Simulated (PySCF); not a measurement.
C4H12Si2, SMILES C=C(C)[SiH2][SiH2]C. Coordinates come from a PBE0-D3(BJ)/def2-SVP optimisation. This is a generated structure with no PubChem entry under its InChIKey; it may be hypothetical. Other conformers were not sampled.

Computed equilibrium geometry at PBE0-D3(BJ)/def2-SVP (PySCF confirms it by a frequency run) as Cartesian coordinates in Å (one conformer of several):
```xyz
18

C     -2.6332    -0.8954     0.7454
C     -1.8298    -0.2140    -0.0837
C     -2.2636     1.0574    -0.7562
Si    -0.0773    -0.8280    -0.4034
Si     1.5093     0.6831     0.4466
C      3.2740     0.1283     0.0774
H     -3.6502    -0.5484     0.9685
H     -2.3157    -1.8220     1.2335
H     -1.6081     1.9006    -0.4802
H     -3.2972     1.3274    -0.4895
H     -2.2050     0.9663    -1.8538
H      0.1063    -2.1723     0.2303
H      0.1563    -0.9693    -1.8797
H      1.2615     2.0337    -0.1576
H      1.3048     0.8170     1.9253
H      4.0034     0.8482     0.4791
H      3.4357     0.0442    -1.0080
H      3.4761    -0.8542     0.5305
```
Charge 0, spin multiplicity 1.
